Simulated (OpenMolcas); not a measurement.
An OpenMolcas run meant for Ga2+ (ANO-RCC-VTZP, X2C; inactive shells 1s 2s 2p 3s 3p 3d; intended active space 1 electron in 4 orbitals (4s 4p)). One step of its input:

```
&CASPT2
Multistate=1 1
Frozen=3 6
IPEA=0.25
Imaginary=3.0
MaxIter=60
WThr=0.0 0.3 0.05
PrWF=0.5
NoMix
```

The run finished. Its levels beside those of a sound run (SS-CASPT2, IPEA 0.25 Eh, imaginary shift 0.1 Eh (closed shells correlated: 3d)), in cm-1 above each run's lowest level:

```csv
Level,This run,Usual run
4s 2S 1/2,0.0,0.0
4p 2P* 1/2,65143,65182
4p 2P* 3/2,66525,66564
```

Task: Which setting is unsound, and how much does it matter here?

Result: The level shift is far above the usual 0.1 to 0.3 hartree and damps the second-order energy. Against the sound run the excited levels shown move by 39 cm-1 on average and by 39 cm-1 at most.

With one active electron, CASPT2 adds the correlation within the correlated inactive shells and between them and that electron, and leaves the splitting within a term as the reference gives it. Levels of configurations outside the active space are missing.

* marks odd parity.
